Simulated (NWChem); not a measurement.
C2H5FSi; SMILES FC([SiH3])=C

```xyz
9

C     -1.1747    -1.3117     0.0000
C     -0.0635    -0.5558     0.0000
F      1.1593    -1.1535     0.0000
Si     0.0279     1.3371     0.0000
H     -2.1643    -0.8345     0.0000
H     -1.1140    -2.4117     0.0000
H     -1.3714     1.8819     0.0000
H      0.7680     1.8075    -1.2202
H      0.7680     1.8075     1.2202
```
Atoms are numbered in this order, from 1.

Level: PBE-D3(BJ)/def2-SVP (NWChem), optimised geometry, unscaled harmonic frequencies. 

| frequency (cm⁻¹) | IR intensity (km/mol) |
|---|---|
| 134 | 0.2 |
| 218 | 0.4 |
| 332 | 0.1 |
| 379 | 10.4 |
| 607 | 19.4 |
| 647 | 16.4 |
| 666 | 44.4 |
| 734 | 1.1 |
| 845 | 43.3 |
| 881 | 202.3 |
| 899 | 39.9 |
| 911 | 3.7 |
| 919 | 66.6 |
| 1188 | 76.5 |
| 1323 | 3.5 |
| 1645 | 34.5 |
| 2173 | 52.0 |
| 2181 | 90.2 |
| 2190 | 89.8 |
| 3091 | 0.5 |
| 3201 | 0.2 |

```json
{
 "zero_point_energy": "36.0 kcal/mol",
 "thermal correction to the enthalpy at 298.15 K (with zero-point energy)": "40.0 kcal/mol",
 "heat capacity Cv": "19.4 cal/(mol K)",
 "entropy at 298.15 K and 1 atm (symmetry number 1)": "73.7 cal/(mol K)",
 "dipole_moment": "1.10 D"
}
```

Rigid rotor and harmonic oscillator.
